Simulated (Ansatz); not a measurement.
Other settings, tried on the cluster Sn5H7⁺.

```yaml
crystal:
  periodic: [false, false, false]
  atoms:
    - {symbol: Sn, position_ang: [0.791384, 0.171394, -1.071598]}
    - {symbol: Sn, position_ang: [-1.832952, 0.852466, -1.927457]}
    - {symbol: Sn, position_ang: [0.241154, -2.179033, 0.809239]}
    - {symbol: Sn, position_ang: [1.725946, 1.001652, 1.395399]}
    - {symbol: Sn, position_ang: [0.180032, -0.399606, 3.487319]}
    - {symbol: H, position_ang: [-1.806998, 0.896433, -3.643497]}
    - {symbol: H, position_ang: [-0.882046, -0.958529, 1.904577]}
    - {symbol: H, position_ang: [-2.873236, -0.379270, -1.320609]}
    - {symbol: H, position_ang: [3.410023, 0.504875, 1.478987]}
    - {symbol: H, position_ang: [1.942705, -0.187483, -2.317506]}
    - {symbol: H, position_ang: [1.290153, -1.694715, 2.412856]}
    - {symbol: H, position_ang: [-2.186175, 2.371825, -1.207701]}
basis:
  gaussian: {orbitals: def2-mTZVP}
total_charge: 1
hamiltonian: {xc: {name: PBE}}
accuracy: high
```

```sh
$ ansatz run in.yaml --threads 4 --pin off --events-out ev --progress --plain --max-ram 4787MiB
```

It prints (some lines left out):

```
Functional definition: PBE
  name "PBE"
  cite "Perdew, Burke & Ernzerhof, Phys. Rev. Lett. 77, 3865 (1996) doi:10.1103/PhysRevLett.77.3865"
  parent pbe
  parameter kappa = 0.804
  parameter beta = 0.06672455060314922
  exchange = pbe_x(kappa = kappa, mu = beta*pi^2/3)
  correlation = pbe_c(beta = beta)
4574 factors; integrals over basis functions are off by at most 2.9e-8 eV
mean field evaluation 1: about -29261.5704 eV, gradient 2.9e1 eV
mean field evaluation 2: about -29254.9984 eV, gradient 4.7e1 eV
mean field evaluation 4: about -29265.1848 eV, gradient 8.0e0 eV
mean field evaluation 8: about -29265.4832 eV, gradient 5.5e-1 eV
mean field evaluation 16: about -29265.4847 eV, gradient 1.0e-4 eV
mean field -29265.48466808 eV, -1075.4867246941 hartree, gradient 8.3e-8 eV, S^2 0.000000; 0 other end points of the search recorded, 0 dependent functions left out
reference -29265.48467411 eV, -1075.4867249157 hartree; 58, 58 occupied and 143, 143 virtual orbitals, 4574 factors
Total energy: -29265.48467411 eV, -1075.4867249157 hartree
```

Run time 16 s (4 threads of Arm Neoverse V2 on a shared host), peak host memory 1.2 GiB.

In the def2 sets Sn takes a core potential; there is no spin–orbit coupling. The restricted singlet is unstable towards broken spin symmetry in Hartree–Fock (as tested in another run); at RKS PBE/def2-mTZVP this wasn't settled.
